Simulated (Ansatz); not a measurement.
Consider the redistribution: `NB(S)O[SiH3]` + `C[SiH](N)N` → `CB(N)O[SiH3]` + `N[SiH](N)S`.

Program: Ansatz. Geometries: PBE0-D4/def2-TZVP. ΔE: electronic, gas phase. CCSD(T)/CBS adds triple-zeta CCSD(T) − MP2 to the extrapolated MP2 energy (def2 sets, frozen cores). DFT in def2-TZVPP. HSE06 is defined as in plane-wave codes. Each species was taken in one conformer, which may not be the lowest.

```tsv
level	ΔE (eV)
LDA (SPW92)	-0.20
ωB97M-V	-0.20
r2SCAN	-0.20
HSE06	-0.20
```

Q: What does CCSD(T)/CBS give? (Estimate.)

A: The calculation gave: -0.20 eV. The listed levels differ from it by 0.00, 0.00, 0.00, 0.00 eV.

Largest T1 diagnostic among the species: 0.012.

Leaving LDA and LC-ωPBE aside and taking each functional with its dispersion term where it has one, the values, not all of them listed here, spread over 0.02 eV, from B97M-V to BLYP-D4. At CCSD(T), def2-SVP lies +0.04 eV from the extrapolated value and def2-TZVPP +0.01 eV.
